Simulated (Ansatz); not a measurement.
Species: C₂H₈O₄Si (charge 0, singlet). 
Coordinates optimised at B3LYP-D3(BJ)/def2-TZVP (Ansatz, a program for electronic structure):
```xyz
15

Si    -0.1844     0.3930     0.0122
O     -0.8229    -0.9000     0.7701
C     -1.3996    -2.0163     0.1043
O      1.1995     0.0974    -0.7951
C      2.4419    -0.2055    -0.1734
O      0.1626     1.4926     1.1718
O     -1.2789     0.8869    -1.0979
H     -1.8061    -2.6853     0.8623
H     -0.6471    -2.5567    -0.4765
H     -2.2032    -1.7008    -0.5645
H      2.7294     0.5792     0.5296
H      2.3898    -1.1580     0.3610
H      3.1978    -0.2812    -0.9545
H     -0.4523     1.5705     1.9050
H     -0.9630     1.4464    -1.8112
```
Charge 0, spin multiplicity 1.

Computed values are from Ansatz. Valence correlation only, unless marked. Open shells are spin-unrestricted. Spin-orbit coupling is left out. No relativistic terms. CBS marks a two-point X^-3 extrapolation of the correlation energy; Hartree-Fock from the larger set. The bracket is a focal-point correction in the basis named.

Task: What is the T1 diagnostic at CCSD/aug-cc-pV(D+d)Z?

Result: 0.013.

Task: What is the atomisation energy De at RI-MP2/CBS(cc-pV(T+d)Z,cc-pV(Q+d)Z)+[CCSD(T)-MP2]/cc-pV(D+d)Z?

Result: 1470.6 kcal/mol.

Task: What is the dipole moment at CCSD(T)/aug-cc-pV(D+d)Z?

Result: 0.61 D.

Task: What is the total energy at RI-MP2/CBS(cc-pV(T+d)Z,cc-pV(Q+d)Z)+[CCSD(T)-MP2]/cc-pV(D+d)Z?

Result: -670.8719 Eh.
